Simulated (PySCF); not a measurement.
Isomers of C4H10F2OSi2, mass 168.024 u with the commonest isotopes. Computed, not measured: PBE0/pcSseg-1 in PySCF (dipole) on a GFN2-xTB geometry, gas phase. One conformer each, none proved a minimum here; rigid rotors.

Question: Order these by rotational constant C, smallest first.
A. `[CH3:1][O:2][SiH2:3][SiH2:4][C:5]([CH3:6])=[C:7]([F:8])[F:9]` with C1–O2–Si3–Si4 180°, O2–Si3–Si4–C5 -177°, Si3–Si4–C5–C6 14°
B. `[CH3:1][CH2:2][O:3]/[C:4]([SiH3:5])=[CH:6]\[SiH:7]([F:8])[F:9]` with C1–C2–O3–C4 -177°, C2–O3–C4–Si5 15°, C4–C6–Si7–F8 67°
C. `[CH3:1][O:2][SiH2:3][C:4]([SiH2:5][CH3:6])=[C:7]([F:8])[F:9]` with C1–O2–Si3–C4 180°, O2–Si3–C4–Si5 -6°, Si3–C4–Si5–C6 -61°

Answer: A (394.2 MHz), B (487.9 MHz), C (555.4 MHz).

Question: Order these by dipole moment, smallest first.
A. `[CH3:1][O:2][SiH2:3][SiH2:4][C:5]([CH3:6])=[C:7]([F:8])[F:9]` with C1–O2–Si3–Si4 180°, O2–Si3–Si4–C5 -177°, Si3–Si4–C5–C6 14°
B. `[CH3:1][CH2:2][O:3]/[C:4]([SiH3:5])=[CH:6]\[SiH:7]([F:8])[F:9]` with C1–C2–O3–C4 -177°, C2–O3–C4–Si5 15°, C4–C6–Si7–F8 67°
C. `[CH3:1][O:2][SiH2:3][C:4]([SiH2:5][CH3:6])=[C:7]([F:8])[F:9]` with C1–O2–Si3–C4 180°, O2–Si3–C4–Si5 -6°, Si3–C4–Si5–C6 -61°

Answer: C (2.50 D), A (2.81 D), B (4.65 D).

Question: Order these by out-of-plane moment Σ m c² = (Ia + Ib − Ic)/2, smallest first.
A. `[CH3:1][O:2][SiH2:3][SiH2:4][C:5]([CH3:6])=[C:7]([F:8])[F:9]` with C1–O2–Si3–Si4 180°, O2–Si3–Si4–C5 -177°, Si3–Si4–C5–C6 14°
B. `[CH3:1][O:2][SiH2:3][C:4]([SiH2:5][CH3:6])=[C:7]([F:8])[F:9]` with C1–O2–Si3–C4 180°, O2–Si3–C4–Si5 -6°, Si3–C4–Si5–C6 -61°
C. `[CH3:1][CH2:2][O:3]/[C:4]([SiH3:5])=[CH:6]\[SiH:7]([F:8])[F:9]` with C1–C2–O3–C4 -177°, C2–O3–C4–Si5 15°, C4–C6–Si7–F8 67°

Answer: A (11.02 u·Å²), C (33.14 u·Å²), B (35.46 u·Å²).

```csv
SMILES,point group,Ia (u·Å²),Ib (u·Å²),Ic (u·Å²),κ,μa (D),μb (D),μc (D)
CCO/C([SiH3])=C\[SiH](F)F,C1,349.73,752.42,1035.87,-0.62,4.58,0.11,0.79
CO[SiH2]C([SiH2]C)=C(F)F,C1,366.69,614.17,909.94,-0.35,2.47,0.12,0.37
CO[SiH2][SiH2]C(C)=C(F)F,C1,159.95,1144.01,1281.92,-0.97,2.43,1.41,0.00
```
